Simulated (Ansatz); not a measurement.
Cost and result for the atomization energy of CH$_{4}$ClGeO$_{2}$, SMILES `C[O][Ge]([OH])[Cl]` radical (9 atoms, 8 bonds).

```xyz
9

C     0.7218   -0.4328    1.2521
O    -0.1701    0.3581    0.4929
Ge   -0.9199   -0.2245   -1.0074
O    -1.5591    1.2542   -1.7368
Cl    0.6125   -1.0340   -2.3190
H     0.1917   -1.2095    1.8126
H     1.2170    0.2292    1.9652
H     1.4849   -0.9041    0.6246
H    -1.5788    1.9635   -1.0843
```

Charge 0, multiplicity 2. Correlated methods include outer-core shells of Ge, which these sets cover unevenly. Scalar relativity is left out up to krypton. The geometry is a stationary point of PBE0-D4/def2-TZVP. It is one conformer, not always the lowest. Program: Ansatz. Hardware: A = 2 threads of an AMD EPYC 7R13 on a shared host; B = 2 threads of an AMD EPYC 7R13 on a shared host and a share of an NVIDIA H100 80 GB. Times are those of one run each, without the atoms' runs, and a repeat can differ threefold. Electronic energies, without spin–orbit coupling; frozen cores. CCSD(T)/CBS adds CCSD(T) − MP2 in def2-TZVPP to the MP2 limit, and its time is that of the two runs behind it. T1 = 0.015; ⟨S²⟩ of the reference is 0.76. With those shells the extrapolation isn't a true limit. B3LYP takes the VWN-RPA correlation (the form of Gaussian; ORCA's B3LYP/G).

CCSD(T)/CBS is a level of theory with its own doubt, some kJ/mol a heavy atom from the limit and from the frozen cores, so smaller differences don't rank the functionals.

| level | functions | wall time | atomization (kJ/mol) | difference from CCSD(T)/CBS | per bond |
| --- | --- | --- | --- | --- | --- |
| MP2/def2-QZVPP [B] | 450 | 3.7 s | 3216.3 | 54.4 | 6.8 |
| PBE-D4/def2-TZVPP (with forces) [A] | 239 | 6.5 s | 3246.1 | 84.2 | 10.5 |
| CCSD(T)/def2-TZVPP [B] | 239 | 8 s | 3078.0 | -83.9 | -10.5 |
| PBE0-D4/def2-TZVPP [A] | 239 | 10 s | 3150.6 | -11.3 | -1.4 |
| B3LYP-D4/def2-TZVPP (with forces) [A] | 239 | 11 s | 3143.2 | -18.7 | -2.3 |
| CCSD(T)/CBS(def2) | – | 12 s | 3161.9 | 0.0 | 0.0 |
| B2PLYP/def2-TZVPP [A] | 239 | 13 s | 3119.6 | -42.3 | -5.3 |
| r2SCAN-D4/def2-TZVPP (with forces) [A] | 239 | 14 s | 3187.7 | 25.8 | 3.2 |
| ωB97X-V/def2-TZVPP [A] | 239 | 21 s | 3168.0 | 6.1 | 0.8 |
| ωB97M-V/def2-TZVPP (with forces) [A] | 239 | 27 s | 3160.2 | -1.7 | -0.2 |

The D4 term adds +32.5 kJ/mol with B3LYP and +17.0 kJ/mol with PBE0; it sums over pairs of atoms, weighted by their polarisabilities, and B3LYP, whose exchange is more repulsive, gets the larger term. From PBE to PBE0 (25 % exact exchange), in def2-TZVPP and without D4, the atomization energy moves by −92.5 kJ/mol: exact exchange takes away binding that semilocal exchange gives to molecules. In def2-TZVPP, CCSD(T) changes the Hartree–Fock value by +904.4 kJ/mol (the triples alone add +62.4 kJ/mol) and MP2 by +993.1 kJ/mol; breaking electron pairs costs correlation energy, which Hartree–Fock lacks.
